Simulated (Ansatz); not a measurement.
One change: `[CH3][Ge]([OH])([OH])[OH]` becomes `[OH][Ge]([OH])([OH])[Cl]`.

Ansatz, PBE0-D4/def2-TZVP geometries, multiplicity 1. Each molecule was computed in one conformer, which needn't be the lowest.

Scalar relativity is left out up to krypton.

```json
{"property": "LUMO energy (B3LYP/def2-TZVPP) / eV", "`[CH3][Ge]([OH])([OH])[OH]`": "-0.14"}
{"property": "HOMO–LUMO gap (B3LYP/def2-TZVPP) / eV", "`[CH3][Ge]([OH])([OH])[OH]`": "8.12"}
{"property": "HOMO energy (B3LYP/def2-TZVPP) / eV", "`[CH3][Ge]([OH])([OH])[OH]`": "-8.26"}
{"property": "HOMO energy (ωB97M-V/def2-TZVPP) / eV", "`[CH3][Ge]([OH])([OH])[OH]`": "-10.88"}
{"property": "size of the dipole moment (ωB97M-V/def2-TZVPP) / D", "`[CH3][Ge]([OH])([OH])[OH]`": "0.46"}
{"property": "HOMO energy (PBE/def2-TZVPP) / eV", "`[CH3][Ge]([OH])([OH])[OH]`": "-6.89"}
```

(1) Give the same properties after the change, and the shifts. (Best estimate.)

Results:

(1) Ansatz gave: 
| property | `[OH][Ge]([OH])([OH])[Cl]` | shift |
| --- | --- | --- |
| LUMO energy (B3LYP/def2-TZVPP) / eV | -0.99 | -0.85 |
| HOMO–LUMO gap (B3LYP/def2-TZVPP) / eV | 8.04 | -0.08 |
| HOMO energy (B3LYP/def2-TZVPP) / eV | -9.03 | -0.77 |
| HOMO energy (ωB97M-V/def2-TZVPP) / eV | -11.67 | -0.79 |
| size of the dipole moment (ωB97M-V/def2-TZVPP) / D | 1.00 | 0.54 |
| HOMO energy (PBE/def2-TZVPP) / eV | -7.70 | -0.81 |

With PBE0 the HOMO falls by 0.81 eV and the LUMO falls by 0.86 eV, so the gap narrows by about 0.05 eV. PBE moves the HOMO by -0.81 eV and ωB97M-V by -0.79 eV. Dipoles are sizes alone; their direction can turn.

B3LYP here is the variant with VWN-RPA as its local correlation; programs differ in this.
